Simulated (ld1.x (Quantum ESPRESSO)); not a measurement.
# Kr, TM: configuration errors across variants

| Property | Result |
| --- | --- |
| Element | krypton |
| Generator | ld1.x (Quantum ESPRESSO) 7.5 |
| Type | norm-conserving Troullier–Martins (Kleinman–Bylander form) |
| Functional | LDA (PZ) |
| Relativity | scalar-relativistic |
| Frozen core | [Ar] 3d10 |
| Valence charge | 8 |
| Reference configuration | 4s2 4p4 (charge +2) |
| Partial waves | 4s (bound): rc 0.95 bohr; 4p (bound): rc 1.30 bohr; 4d channel at 0.1 Ry: rc 1.40 bohr |
| Local potential | the d channel |
| Core correction | none |

All-electron excitation energies from the reference (eV): (1) 4s2 4p6 -39.774; (2) 4s2 4p5 -25.337; (3) 4s2 4p3 37.273; (4) 4s1 4p6 -10.801; (5) 4s2 4p5.5 -33.845; (6) 4s2 4p2 87.347; (7) 4s2 4p4 spin -0.814; (8) 4s2 4p5 spin -25.514.

Spin tests fill each open shell by Hund’s rule, majority spin first.

Tests that are not counted but printed errors over 1 eV. “all radii scaled by about 0.78 (s 0.74, p 1.02, d 1.08 bohr)”: 4s2 4p3 (solver errors, printed error +6.7 eV); 4s2 4p2 (solver errors, printed error -151 eV).

A true bound ghost makes a file unfit for plane-wave use even where its test errors are small: the radial tests pick states by their node count and pass the ghost by.

Errors AE − PS in meV (a dash: test not solved or not reliable):

```tsv
change	(1)	(2)	(3)	(4)	(5)	(6)	(7)	(8)	bound ghosts
base	+20	+10	+6.4	+37	+16	+64	+144	+38	none
all radii scaled by about 0.78 (s 0.74, p 1.02, d 1.08 bohr)	+55	+21	–	+96	+38	–	–	+53	not determined
all radii scaled by about 0.90 (s 0.86, p 1.18, d 1.26 bohr)	+33	+14	+13	+60	+24	+97	+147	+43	s
all radii scaled by about 1.04 (s 0.98, p 1.36, d 1.46 bohr)	+16	+9.0	+4.4	+26	+13	+54	+144	+37	none
all radii scaled by about 1.25 (s 1.20, p 1.62, d 1.76 bohr)	+1.2	+4.2	-1.9	+4.9	+3.7	+27	+140	+31	none
all radii scaled by about 1.35 (s 1.28, p 1.76, d 1.90 bohr)	-2.0	+3.4	-3.5	+3.9	+1.6	+19	+138	+30	none
```

Q: Give the same row for: all radii scaled by about 1.11 (s 1.06, p 1.44, d 1.56 bohr).

A: +9.2, +6.6, +1.3, +13, +8.7, +41, +142, +34; bound ghosts: none.
